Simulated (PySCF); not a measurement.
Species: C₇H₁₁FO₂.
Atom-mapped SMILES: `[CH3:1][CH2:2]/[C:3]([F:4])=[C:5](/[CH2:6][CH3:7])[C:8](=[O:9])[OH:10]` (hydrogens: H11, H12, H13 on C1; H14, H15 on C2; H16, H17 on C6; H18, H19, H20 on C7; H21 on O10)

Structure used (PBE0-D3(BJ)/def2-SVP), in Å, numbered top down from 1:
```
atom  x, y, z in Å
C1    -2.6799    0.3889    0.8092
C2    -2.0717    0.4692   -0.5903
C3    -0.8200   -0.3255   -0.7104
F4    -1.0697   -1.6018   -1.0219
C5     0.4712    0.0317   -0.5420
C6     1.5897   -0.9616   -0.7134
C7     2.1350   -1.4825    0.6132
C8     0.7861    1.4139   -0.1305
O9     0.0001    2.2718    0.2049
O10    2.1087    1.6548   -0.1450
H11   -2.8636   -0.6539    1.1085
H12   -2.0036    0.8528    1.5409
H13   -3.6387    0.9266    0.8421
H14   -1.8596    1.5161   -0.8371
H15   -2.7740    0.0619   -1.3355
H16    1.2271   -1.8012   -1.3224
H17    2.4013   -0.4799   -1.2795
H18    1.3479   -1.9932    1.1888
H19    2.9539   -2.1991    0.4481
H20    2.5280   -0.6597    1.2289
H21    2.2112    2.5716    0.1518
```

Jobs on this species (21 atoms, 78 electrons) with PySCF (density fitting). Hardware of each: an Arm Neoverse V2 with one thread, shared host. Times come from a shared host and carry two figures at best. Peak memory is the resident size of the whole Python process, interpreter and libraries included.

```csv
level and settings,work,basis functions,SCF cycles,wall time,peak memory
"PBE0-D3(BJ)/def2-SVP, grid level 1",geometry optimisation from a GFN2-xTB start,195,?,?,?
"PBE0/pcSseg-1, IEF-PCM chloroform","shieldings, charges and field gradients",225,14,52 s,1.2 GiB
"PBE0/pcSseg-1, IEF-PCM tetrahydrofuran",shieldings,225,14,51 s,1.3 GiB
```

Task: Fill in the missing figures.

Result: 
- PBE0-D3(BJ)/def2-SVP, grid level 1; geometry optimisation from a GFN2-xTB start: 3.3 min, 0.85 GiB, 64 SCF cycles

Task: What do all jobs in the table cost together?

Result: About 5.0 min; the longest takes about 66 % of that, and about 3.9 times as long as the shortest.
